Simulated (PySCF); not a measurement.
C2H3Cl2FSi, SMILES F/C(=C/Cl)[SiH2]Cl. Atoms are numbered in the order given.

```xyz
9

F      0.4350     2.1147    -1.0460
C      0.5364     0.9641    -0.3419
C      1.6582     0.2471    -0.4898
Cl     1.9017    -1.2584     0.3304
Si    -0.9554     0.5486     0.7410
Cl    -2.1328    -0.8801    -0.1992
H      2.4755     0.5655    -1.1419
H     -0.5128     0.0131     2.0490
H     -1.7416     1.7966     0.8920
```
Charge 0, spin multiplicity 1.

Coordinates come from a B3LYP-D3(BJ)/def2-SVP optimisation. The structure was generated by enumeration; whether it is a known compound was not checked. The values are those of a single conformer.

Method: PBE/pcSseg-1 in PySCF.

GIAO shieldings, no solvent; atoms listed in one row are averaged. δ = σ(ref) − σ: ¹⁹F against CFCl3 (σ = 133.6 ppm); ¹³C against TMS (σ = 182.0 ppm); ³⁵Cl against HCl (σ = 936.5 ppm); ²⁹Si against TMS (σ = 335.4 ppm); ¹H against TMS (σ = 31.49 ppm), references at their B3LYP-D3(BJ)/def2-TZVP geometries, non-relativistic (without spin–orbit terms, shifts of atoms bonded to Cl or Br come out too high).

Problem. Estimate the chemical shifts. (An estimate is asked for; the answer gives what the named calculation found.)

Solution. 
```
nucleus  atoms  count  δ (ppm)
-------  -----  -----  -------
¹⁹F         F1      1   -120.5
¹³C         C2      1    176.3
¹³C         C3      1    136.1
³⁵Cl       Cl4      1    190.8
³⁵Cl       Cl6      1    -32.6
²⁹Si       Si5      1    -24.7
¹H          H7      1     7.00
¹H          H8      1     5.90
¹H          H9      1     5.48
```
